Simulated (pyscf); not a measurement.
# `[O]=[C][OH]`, doublet

Gas-phase minimum from PySCF at ωB97X-D3(BJ)/def2-SVP, one conformer. Other isomers of O=C•–OH were not searched in full and may lie lower. 

```
C
O 1 1.1795
O 1 1.3348 2 127.17
H 3 0.9674 1 108.48 2 -180.00
```
Charge 0, spin multiplicity 2.

Properties at ωB97X-D3(BJ)/def2-SVP:

```json
{
 "harmonic_wavenumbers_unscaled": "551, 637, 1149, 1258, 1985, 3866 cm⁻¹",
 "zero_point_energy": "13.5 kcal/mol",
 "rotational_symmetry_number": "1",
 "Entropy of this conformer at 298 K and 1 atm, rigid rotor and harmonic oscillator, modes under 100 cm⁻¹ raised to 100": "251.1 J/(mol K)",
 "dipole_moment": "3.07 D",
 "Spin expectation value S2": "0.753"
}
```

Single-point totals, which compare only within one level (frozen core for MP2 and CC):

| level | total energy (hartree) |
|---|---|
| ωB97X-D3(BJ)/def2-TZVP | -189.21336 |
| PBE/def2-TZVP | -188.98671 |
| r²SCAN/def2-TZVP | -189.09060 |
| B3LYP-D3(BJ)/def2-TZVP | -189.18564 |
| PBE0-D3(BJ)/def2-TZVP | -188.97876 |
| M06-2X/def2-TZVP | -189.10426 |
| ωB97M-D3(BJ)/def2-TZVP | -189.22451 |
| UHF/def2-TZVPP | -188.21524 |
| MP2/def2-TZVPP | -188.81344 |
| CCSD/def2-TZVPP | -188.81698 |
| CCSD(T)/def2-TZVPP | -188.84330 |

The CCSD(T) − MP2 part came from Ansatz, without density fitting, on the same reference.
